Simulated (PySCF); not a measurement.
H4BN, triplet, at a GFN2-xTB geometry (a higher spin typed on purpose: for a closed-shell molecule this is an excited state); PySCF with BLYP/def2-TZVP.

The PySCF input:
```python
from pyscf import gto, scf, dft

mol = gto.M(
    atom='''
B    -0.788053    0.152930   -0.225108
N     0.621707   -0.040988    0.055055
H    -1.388550   -0.893044   -0.304140
H    -1.375597    0.656645    0.703314
H     1.374430    0.320289   -0.510347
H     0.978033   -0.561622    0.851326
''',
    basis='def2-tzvp',
    charge=0,
    spin=2,
    verbose=4,
)

mf = dft.UKS(mol)
mf.xc = 'blyp'
mf.diis = False
mf.max_cycle = 100
mf.kernel()
mf.analyze()
```

Task: What does PySCF print? Leave out banner, timings and long lists.

Result: 
```
PySCF version 2.14.0

[INPUT] verbose = 4
[INPUT] num. atoms = 6
[INPUT] num. electrons = 16
[INPUT] charge = 0
[INPUT] spin (= nelec alpha-beta = 2S) = 2
[INPUT] symmetry False subgroup None
[INPUT] Mole.unit = angstrom
[INPUT] Symbol           X                Y                Z      unit          X                Y                Z       unit  Magmom
[...]
nuclear repulsion = 31.5865700744722
number of shells = 38
number of NR pGTOs = 124
number of NR cGTOs = 86
basis = def2-tzvp
ecp = {}

******** <class 'pyscf.dft.uks.UKS'> ********
method = UKS
initial guess = minao
damping factor = 0
level_shift factor = 0
DIIS disabled
SCF conv_tol = 1e-09
SCF conv_tol_grad = None
SCF max_cycles = 100
direct_scf = True
direct_scf_tol = 1e-13
number electrons alpha = 9  beta = 7
XC library pyscf.dft.libxc version 7.1.2
    S. Lehtola, C. Steigemann, M. J. T. Oliveira, and M. A. L. Marques,  SoftwareX 7, 1–5 (2018)
XC functionals = blyp
    A. D. Becke,  Phys. Rev. A 38, 3098 (1988)
    C. Lee, W. Yang, and R. G. Parr,  Phys. Rev. B 37, 785 (1988)
    B. Miehlich, A. Savin, H. Stoll, and H. Preuss,  Chem. Phys. Lett. 157, 200 (1989)
radial grids:
    Treutler-Ahlrichs [JCP 102, 346 (1995); DOI:10.1063/1.469408] (M4) radial grids

becke partition: Becke, JCP 88, 2547 (1988); DOI:10.1063/1.454033
pruning grids: <function nwchem_prune>
grids dens level: 3
symmetrized grids: False
atomic radii adjust function: <function treutler_atomic_radii_adjust>
small_rho_cutoff = 0
Set gradient conv threshold to 3.16228e-05
tot grids = 67184
init E= -81.8971584216743

cycle= 1 E= -81.8398050125334  delta_E= 0.0574  |g|= 0.253  |ddm|=  1.2

cycle= 2 E= -81.7975122789617  delta_E= 0.0423  |g|= 0.33  |ddm|= 1.02
cycle= 3 E= -81.7092689681779  delta_E= 0.0882  |g|= 0.503  |ddm|=  1.2

cycle= 4 E= -81.0458784734543  delta_E= 0.663  |g|= 0.946  |ddm|= 5.73
cycle= 5 E= -77.2451885993171  delta_E=  3.8  |g|= 2.56  |ddm|= 6.27

cycle= 6 E= -70.6808649875831  delta_E= 6.56  |g|= 3.89  |ddm|= 15.7

cycle= 7 E= -62.7020549183613  delta_E= 7.98  |g|= 3.72  |ddm|= 16.7

cycle= 8 E= -64.9911834976603  delta_E= -2.29  |g|= 5.38  |ddm|= 9.24

cycle= 9 E= -62.3498571310747  delta_E= 2.64  |g|= 3.74  |ddm|= 9.74

cycle= 10 E= -64.8525388175433  delta_E= -2.5  |g|= 5.41  |ddm|= 9.53

cycle= 11 E= -62.3384413675359  delta_E= 2.51  |g|= 3.73  |ddm|= 9.59

cycle= 12 E= -64.8419956070748  delta_E= -2.5  |g|= 5.42  |ddm|= 9.56

cycle= 13 E= -62.3377957186595  delta_E=  2.5  |g|= 3.73  |ddm|= 9.57

[...]
SCF not converged.
Total Energy =                         -64.840542449988462
[...]
spin_pop of  1 N 3py       0.00717
spin_pop of  1 N 3pz       0.01552
spin_pop of  1 N 4px       0.00800
spin_pop of  1 N 4py       0.00738
spin_pop of  1 N 4pz       0.01723
spin_pop of  1 N 3dxy      0.02345
spin_pop of  1 N 3dyz      0.12354
spin_pop of  1 N 3dz^2     0.10513
spin_pop of  1 N 3dxz      0.05338
spin_pop of  1 N 3dx2-y2    0.06595
spin_pop of  1 N 4dxy      0.00097
spin_pop of  1 N 4dyz      0.00276
spin_pop of  1 N 4dz^2     0.00526
spin_pop of  1 N 4dxz      0.00203
spin_pop of  1 N 4dx2-y2    0.00613
spin_pop of  1 N 4f-3      0.00156
spin_pop of  1 N 4f-2      0.00568
spin_pop of  1 N 4f-1      0.00092
spin_pop of  1 N 4f+0      0.00155
spin_pop of  1 N 4f+1      0.00595
spin_pop of  1 N 4f+2      0.00324
spin_pop of  1 N 4f+3      0.00201
spin_pop of  2 H 1s        0.00001
spin_pop of  2 H 2s        0.00014
spin_pop of  2 H 3s        0.00001
spin_pop of  2 H 2px       0.00000
spin_pop of  2 H 2py      -0.00000
spin_pop of  2 H 2pz       0.00000
spin_pop of  3 H 1s        0.00001
spin_pop of  3 H 2s        0.00014
spin_pop of  3 H 3s        0.00001
spin_pop of  3 H 2px       0.00000
spin_pop of  3 H 2py       0.00000
spin_pop of  3 H 2pz       0.00000
spin_pop of  4 H 1s        0.00370
spin_pop of  4 H 2s        0.03192
spin_pop of  4 H 3s        0.01399
spin_pop of  4 H 2px       0.05097
spin_pop of  4 H 2py       0.01302
spin_pop of  4 H 2pz       0.02991
spin_pop of  5 H 1s        0.82845
spin_pop of  5 H 2s        0.05492
spin_pop of  5 H 3s        0.01673
spin_pop of  5 H 2px       0.07031
spin_pop of  5 H 2py       0.00716
spin_pop of  5 H 2pz       0.01741
 ** Mulliken Spin Density (per atom)  **
spin density of  0 B =      0.02327
spin density of  1 N =      0.83793
spin density of  2 H =      0.00016
spin density of  3 H =      0.00016
spin density of  4 H =      0.14350
spin density of  5 H =      0.99498
 ** Mulliken pop alpha/beta on meta-lowdin orthogonal AOs **
 ** Mulliken pop       alpha | beta **
In total             9.00000 | 7.00000
 ** Mulliken atomic charges   ( Nelec_alpha | Nelec_beta ) **
charge of  0B =      2.82155  (     1.10086      1.07759 )
charge of  1N =     -3.69221  (     5.76507      4.92714 )
charge of  2H =      0.99614  (     0.00201      0.00185 )
charge of  3H =      0.99614  (     0.00201      0.00185 )
charge of  4H =     -1.01465  (     1.07908      0.93557 )
charge of  5H =     -0.10696  (     1.05097      0.05599 )
Dipole moment(X, Y, Z, Debye): -48.24730,  1.17810, -1.19266
```

Convergence was not reached.
